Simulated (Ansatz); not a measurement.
CH5FSeSi, SMILES `FC[SiH2][SeH]`. Total charge 0; spin multiplicity 1. Correlated methods include outer-core shells of Se, which these sets cover unevenly. Scalar relativity is left out up to krypton.

Cartesian coordinates in Å:
```
F -0.616 -1.066 1.711
C 0.206 -1.050 0.595
Si -0.398 0.215 -0.679
Se -0.380 2.350 0.102
H 0.207 -2.054 0.153
H 1.228 -0.828 0.920
H -1.812 -0.058 -1.030
H 0.477 0.074 -1.874
H 1.088 2.417 0.102
```

(1) Give the diagnostics of a CCSD(T)/def2-TZVPP run (frozen core, Ansatz). (Estimate.)

Results:

(1) Computed: T1 = 0.0101, largest single amplitude 0.011, largest double 0.023, (T) share of the correlation energy 3.4 %, 9 CCSD cycles. The RHF solution is stable towards an unrestricted one. T1 lies under the customary mark of 0.02 for closed shells.
